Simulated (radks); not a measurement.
All-electron atom: the scandium ion Sc8+ in [Ne] 3s2 3p1.

Calculated with a radial shooting solver on a logarithmic mesh with Libxc functionals: non-relativistic Kohn-Sham, LDA (Slater exchange, Perdew-Wang correlation), spin-unpolarised, spherical densities, point nucleus.

Energy parts (hartree):
part                       energy
total                  -735.99064
kinetic                 735.12322
electron-nucleus      -1663.38087
Hartree                 224.42325
exchange-correlation    -32.15624

Orbitals (lengths in bohr, moments of r in powers of bohr; <r^-3> diverges for s and p1/2; r(max) is where P^2 peaks):
| orbital | occ. | eigenvalue (hartree) | <r^-3> | <r^4> | r(max) |
|---|---|---|---|---|---|
| 1s | 2 | -166.6008 | - | 0.0001362 | 0.04846 |
| 2s | 2 | -23.26275 | - | 0.03436 | 0.2855 |
| 2p | 6 | -20.34829 | 222.1 | 0.02711 | 0.2318 |
| 3s | 2 | -7.00121 | - | 1.578 | 0.8688 |
| 3p | 1 | -6.17765 | 37.27 | 1.775 | 0.8718 |

The highest occupied level is 3p at -168.10 eV. For comparison, the ionisation energy in NIST's Atomic Spectra Database is 180.0 eV (measured). In exact Kohn-Sham theory the highest level is minus the ionisation energy, but local and semilocal functionals leave it too shallow, through self-interaction and a potential that decays too fast; potentials with the right tail come closer. Summed over all electrons, <r^2> = 4.113 bohr^2, which gives a Langevin (diamagnetic) susceptibility term of -3.26 x 10^-6 cm^3/mol.

Beside tabulated values, note that spin-unpolarised runs miss the spin-polarisation part of the exchange energy of open shells.
